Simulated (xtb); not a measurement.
Hf(I)2(NH2)2 (H₄HfI₂N₂), SMILES [NH2][Hf]([NH2])([I])[I], multiplicity 1. All values are semi-empirical tight-binding results from xtb (GFN2-xTB unless named), good for trends rather than for accurate numbers. Geometry optimised at GFN2-xTB. The multiplicity is an assumed one; other spin states were not compared. Other conformers were not sampled.

Optimised geometry:

Bonds (Å): Hf1–I2 2.771, Hf1–I3 2.771, Hf1–N4 2.013, Hf1–N7 2.013, N4–H5 1.019, N4–H6 1.020, N7–H8 1.020, N7–H9 1.019. Bond angles (°): I2–Hf1–I3 106.2, I2–Hf1–N4 108.4, I2–Hf1–N7 108.3, I3–Hf1–N4 108.3, I3–Hf1–N7 108.4, N4–Hf1–N7 116.9, Hf1–N4–H5 124.2, Hf1–N4–H6 124.1, H5–N4–H6 105.1, Hf1–N7–H8 124.1, Hf1–N7–H9 124.2, H8–N7–H9 105.1.
Charge 0, spin multiplicity 1.

For metal compounds this method's bond lengths and energies can be far off.

Computed properties:
- point group as xtb finds it = C2v
- orbital gap = 2.90 eV
- zero-point energy = 29.1 kcal/mol
- G − E(el) at 298.15 K (modified RRHO) = 3.9 kcal/mol

Problem. Give the atomic charges and the Wiberg bond orders between heavy atoms. (Estimate from the structure and the level; the computed values follow.)

Solution. charges (e) Hf1 1.04, I2 -0.26, I3 -0.26, N4 -0.57, H5 0.15, H6 0.15, N7 -0.57, H8 0.15, H9 0.15. Bond orders Hf1–I2 0.89, Hf1–I3 0.89, Hf1–N4 0.85, Hf1–N7 0.85.
